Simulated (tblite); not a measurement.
Species: C6H11P.
Structure used (GFN2-xTB), in Å, numbered top down from 1:
```xyz
18
C6H11P angstrom
C      2.4285   -0.2263    0.1818
C      1.2795   -0.5579   -0.7708
C     -0.0394   -0.0758   -0.2514
C     -0.7951    0.8595   -0.8080
C     -2.0739    1.2059   -0.1082
P     -2.3836   -0.1867    1.0959
C     -0.5790   -0.6527    1.0311
H      2.4746    0.8458    0.3597
H      2.2959   -0.7303    1.1359
H      3.3758   -0.5463   -0.2459
H      1.4707   -0.0998   -1.7431
H      1.2352   -1.6421   -0.9108
H     -0.5285    1.3906   -1.7088
H     -2.9183    1.3159   -0.7922
H     -1.9735    2.1498    0.4406
H     -2.7549   -1.0972    0.0910
H     -0.4546   -1.7358    1.0975
H     -0.0682   -0.2105    1.8941
```

Computed with GFN2-xTB (tblite): harmonic, unscaled wavenumbers at the GFN2-xTB geometry, gas phase. Against measured fundamentals such values can be off by several per cent, at times by over 20. Modes of hydrogen on phosphorus can be 10 to 20 % off. One conformer, not necessarily the lowest.

Harmonic wavenumbers (cm⁻¹): 48.8, 114.3, 179.3, 210.3, 279.0, 346.8, 411.1, 510.4, 583.1, 698.6, 728.2, 743.3, 765.3, 802.0, 821.1, 870.4, 930.0, 946.0, 1005.9, 1014.2, 1060.8, 1084.3, 1089.9, 1110.1, 1170.5, 1201.9, 1219.4, 1238.6, 1291.7, 1324.7, 1409.2, 1437.1, 1440.8, 1479.8, 1503.1, 1505.6, 1723.9, 2220.4, 2907.3, 2914.8, 2949.7, 2961.7, 2964.2, 2984.8, 3034.2, 3037.1, 3043.3, 3083.3.

A = 4713, B = 1339, C = 1140 MHz; mass 114.060 u (most abundant isotopes); point group C1, symmetry number 1.

Problem. What is the zero-point energy?

Solution. ½Σν̃ = 33200 cm⁻¹ = 397.16 kJ/mol.

Problem. Give the ideal-gas entropy at 350 K and 1 bar in the rigid-rotor, harmonic-oscillator model (classical rotation).

Solution. Translation 171.26, rotation 119.96, vibration 100.66: S = 391.9 J/(mol K).

Problem. And Cp and H(350 K) − H(0)?

Solution. Cp = 155.19 J/(mol K), of which vibrations give 121.93 (their classical limit is 48 R = 399.1); H(350 K) − H(0) = 31.02 kJ/mol without the zero-point energy, 19.38 from vibrations.

Problem. Which modes carry the vibrational entropy at 350 K?

Solution. 48.8 cm⁻¹: 21.68; 114.3 cm⁻¹: 14.67; 179.3 cm⁻¹: 11.04; 210.3 cm⁻¹: 9.78; 279.0 cm⁻¹: 7.62; 346.8 cm⁻¹: 6.04 J/(mol K); the other 42 give 29.84 together.

Problem. What must be added to the electronic energy to get the Gibbs energy at 350 K and 1 bar?

Solution. ZPE + [H(350 K) − H(0)] − T·S = 397.16 + 31.02 − 137.16 = 291.02 kJ/mol.

Problem. How do the functions run with temperature in this model?

Solution. 
| T (K) | S (J/(mol K)) | Cp (J/(mol K)) | H − H(0) (kJ/mol) | G − H(0) (kJ/mol) | ln q(vib) |
| --- | --- | --- | --- | --- | --- |
| 50 | 234.5 | 46.2 | 1.93 | -9.80 | 0.33 |
| 100 | 271.5 | 62.2 | 4.64 | -22.51 | 1.06 |
| 298.15 | 368.8 | 133.5 | 23.53 | -86.42 | 4.48 |
| 373.15 | 402.1 | 164.6 | 34.72 | -115.33 | 5.89 |
| 500 | 457.0 | 210.8 | 58.64 | -169.85 | 8.40 |
| 750 | 555.7 | 275.9 | 120.09 | -296.72 | 13.51 |
| 1000 | 641.3 | 318.4 | 194.73 | -446.61 | 18.49 |

q(vib) and H(0) count from the zero-point level.

Problem. Blend soft modes into free rotors: weight 1/[1 + (100 cm⁻¹/ν̃)⁴] for the oscillator and the rest for a rotor with moment μB/(μ + B), μ = h/(8π²ν), B = 10⁻⁴⁴ kg m². What vibrational entropy results?

Solution. 93.89 J/(mol K) in place of 100.66, which changes −T·S at 350 K by +2.37 kJ/mol.

Hindered rotation and anharmonicity are outside this model. Other conformers, if any are populated, would add a mixing term that is left out. The structure is chiral; the term R ln 2 for an equal mix with its mirror image is left out.

The run took 0.48 s wall on one thread, Arm Neoverse V2 (aarch64), on a shared host. The figure is for the frequency step alone.
